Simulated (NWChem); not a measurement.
System meant: InNH₃OF; SMILES [NH2][In]([OH])[F]

NWChem input:

```
start job
memory heap 200 mb stack 900 mb global 1100 mb
geometry units angstroms noautoz
  In     0.003084     0.004239     0.038993
  F     -1.720477    -0.935956    -0.044356
  O      1.562384    -1.223532    -0.014087
  H      1.268536    -2.141988    -0.050517
  N      0.006088     2.018563    -0.031443
  H      0.818006     2.456539     0.397541
  H     -0.835252     2.444473     0.350997
end
basis spherical
  In library def2-svp
  F library def2-svp
  O library def2-svp
  H library def2-svp
  N library def2-svp
end
dft
  xc pbe0
  iterations 150
  mulliken
end
task dft energy
```

End of the output:

```
             Grid Information
             ----------------
          Grid used for XC integration:  medium
          Radial quadrature: Mura-Knowles
          Angular quadrature: Lebedev.
          Tag              B.-S. Rad. Rad. Pts. Rad. Cut. Ang. Pts.
          ---              ---------- --------- --------- ---------
          In                  1.55      123           9.0       590
          F                   0.50       49          11.0       434
          O                   0.60       49          11.0       434
          H                   0.35       45          12.0       434
          N                   0.65       49          11.0       434
          Grid pruning is: on
          Number of quadrature shells:   405
          Spatial weights used:  Erf1

          Convergence Information
          -----------------------
          Convergence aids based upon iterative change in
          total energy or number of iterations.
          Levelshifting, if invoked, occurs when the
          HOMO/LUMO gap drops below (HL_TOL):  1.00D-02
          DIIS, if invoked, will attempt to extrapolate
          using up to (NFOCK): 10 stored Fock matrices.

                    Damping( 0%)  Levelshifting(0.5)       DIIS
                  --------------- ------------------- ---------------
          dE  on:    start            ASAP                start
          dE off:    2 iters        150 iters           150 iters

      Screening Tolerance Information
      -------------------------------
          Density screening/tol_rho:  1.00D-10
          AO Gaussian exp screening on grid/accAOfunc:  14
          CD Gaussian exp screening on grid/accCDfunc:  20
          XC Gaussian exp screening on grid/accXCfunc:  20
          Schwarz screening/accCoul:  1.00D-08

      Superposition of Atomic Density Guess
      -------------------------------------

      charge =      49.0 In (Indium)

      symmetry species            s     p     d     f
      number of basis functions =10     7     6
      number of cont. functions = 4     4     2
      number of closed shells   = 5     3     2
      number of open shells     = 0     1     0
      open shell occupation     = 0     1     0
 ------------------------------------------------------------------------
 atomscf:atomd: error in atom scf                   0
 ------------------------------------------------------------------------
 ------------------------------------------------------------------------
  current input line :
    24: task dft energy
 ------------------------------------------------------------------------
 ------------------------------------------------------------------------
 This error has not yet been assigned to a category
 ------------------------------------------------------------------------
 For more information see the NWChem manual at https://nwchemgit.github.io

0:atomscf:atomd: error in atom scf:Received an Error in Communication
```

Question: Find the fault in this run and fix the input.

Answer: The run crashed. Cause: the def2 basis of a heavy element holds valence functions alone and wants its effective core potential (without it all electrons must fit into that basis). This input runs:
```
start job
memory heap 200 mb stack 900 mb global 1100 mb
geometry units angstroms noautoz
  In     0.003084     0.004239     0.038993
  F     -1.720477    -0.935956    -0.044356
  O      1.562384    -1.223532    -0.014087
  H      1.268536    -2.141988    -0.050517
  N      0.006088     2.018563    -0.031443
  H      0.818006     2.456539     0.397541
  H     -0.835252     2.444473     0.350997
end
basis spherical
  * library def2-svp
end
ecp
  In library def2-ecp
end
dft
  xc pbe0
  iterations 150
  mulliken
end
task dft energy
```
It converges to -421.36762 Ha (PBE0/def2-SVP with def2 effective core potentials on In).
